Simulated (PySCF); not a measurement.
In(H)2(Et) (C2H7In), SMILES C[CH2][InH2].

Coordinates come from a PBE-D3(BJ)/def2-SVP optimisation. The def2 effective core potentials stand for the cores of In; spin–orbit coupling is left out.

All values below come from TDA-M06-2X/def2-SVPD (PySCF).

Vertical excitations.  State labels are in the subgroup Cs.

Give excitation energies, oscillator strengths and character. (The exact figures need the calculation; the answer reports its results.)


| state | symmetry | energy (eV) | λ (nm) | f | main pairs |
|---|---|---|---|---|---|
| S1 | A" | 4.18 | 296 | 0.001 | HOMO→LUMO 98 % |
| S2 | A" | 4.87 | 255 | 0.000 | HOMO−1→LUMO 99 % |
| S3 | A' | 6.14 | 202 | 0.072 | HOMO→LUMO+1 88 % |
| S4 | A' | 6.92 | 179 | 0.197 | HOMO→LUMO+2 72 %, HOMO→LUMO+3 16 % |
| S5 | A' | 7.16 | 173 | 0.055 | HOMO→LUMO+4 44 %, HOMO−1→LUMO+1 35 %, HOMO−1→LUMO+3 13 % |
| S6 | A' | 7.22 | 172 | 0.066 | HOMO−1→LUMO+1 52 %, HOMO→LUMO+4 32 % |
| S7 | A' | 7.31 | 170 | 0.067 | HOMO→LUMO+3 57 %, HOMO−2→LUMO 16 % |
| S8 | A' | 7.38 | 168 | 0.240 | HOMO−1→LUMO+2 85 % |
| S9 | A' | 7.49 | 166 | 0.141 | HOMO−2→LUMO 74 % |
| S10 | A" | 7.74 | 160 | 0.000 | HOMO→LUMO+5 86 % |
| T1 | A" | 3.85 | 322 | 0 | HOMO→LUMO 97 % |
| T2 | A" | 4.44 | 279 | 0 | HOMO−1→LUMO 98 % |
| T3 | A' | 5.29 | 234 | 0 | HOMO→LUMO+2 52 %, HOMO→LUMO+1 36 % |
| T4 | A' | 6.02 | 206 | 0 | HOMO−1→LUMO+2 58 %, HOMO−1→LUMO+1 14 % |
Triplets are in the Tamm–Dancoff approximation.
